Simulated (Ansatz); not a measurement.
**Worked example: the barrier**

An elementary step of TiAlH₃F₄, closed shell (TiAlH₃F₄ ([F][Ti]1([F])([F])[H][AlH2][F]1) → TiAlH₃F₄ ([F][Ti]12([F])([F])[H][AlH]([H]1)[F]2); bonds formed: H2–Ti5; bonds weakened to dative contacts: Ti5–F6). “Start” is the structure reached by relaxing down from the saddle towards the reactants; PBE0-D4/def2-TZVP structures. The saddle:

Al1  (-0.819, -0.879, -1.008)
H2  (0.699, -0.696, -1.507)
H3  (-2.076, -1.533, -1.674)
H4  (-0.928, 0.732, -0.450)
Ti5  (0.552, 0.605, 0.736)
F6  (-0.420, -1.208, 0.694)
F7  (1.103, 2.039, -0.080)
F8  (-0.154, 1.172, 2.211)
F9  (2.043, -0.232, 1.078)
(Å)

Program: Ansatz 0.2.0. Basis: def2-TZVPP and def2-QZVPP. Cores are frozen in the correlated methods.

Energies in eV:

| quantity | saddle | start |
| --- | --- | --- |
| Hartree–Fock, triple zeta (X = 3) | -40552.58548 | -40552.94290 |
| Hartree–Fock, quadruple zeta (X = 4) | -40553.72518 | -40554.08753 |
| MP2 correlation, X = 3 | -41.88964 | -41.76745 |
| MP2 correlation, X = 4 | -45.65038 | -45.53220 |
| CCSD(T) correlation, X = 3 | -43.91421 | -43.79415 |

(1) Work out the barrier at the basis limit: extrapolate Hartree–Fock as E(X) = E∞ + A exp(−7.88 √X) and the MP2 correlation as E(X) = E∞ + B X^−2.97 (the exponents that Neese and Valeev fitted for def2-TZVPP and QZVPP), then add CCSD(T) − MP2 in triple zeta.

No T1 diagnostic of these runs exceeds 0.024.

## Answers

(1) Each step is linear, so take the differences first (saddle − start): Hartree–Fock 0.35742 (X = 3) and 0.36235 (X = 4); MP2 correlation -0.12219 and -0.11818; CCSD(T) correlation -0.12006.
Two points give E∞ = E(4) + w [E(4) − E(3)], with w = 1/(exp(7.88 (2 − √3)) − 1) = 0.1377 for Hartree–Fock and w = 1/((4/3)^2.97 − 1) = 0.7407 for the correlation.
Hartree–Fock: 0.36235 + 0.1377 × 0.00493 = 0.3630 eV.
MP2 correlation: -0.11818 + 0.7407 × 0.00401 = -0.1152 eV.
CCSD(T) − MP2: -0.12006 − (-0.12219) = 0.0021 eV.
Sum: 0.3630 + (-0.1152) + 0.0021 = 0.2499 eV, or 5.76 kcal/mol. Plain CCSD(T) in triple zeta gives 0.2374 eV, so the larger basis shifts the result by 0.0125 eV.

Ligand swaps between two centres remove the fluorinated layer in thermal atomic layer etching, and scramble precursors in the gas phase.

Labels in which every atom is bracketed show which atoms are joined, not bond orders.

For scale, one of the runs: CCSD(T)/def2-TZVPP, 272 basis functions, launched by `ansatz run in.yaml --threads 8 --pin off --events-out ev --progress --plain --max-ram 19148MiB`. The run took 5.5 min on 8 CPU threads of an Intel Xeon (shared host), with 8.1 GiB of host memory at its peak.
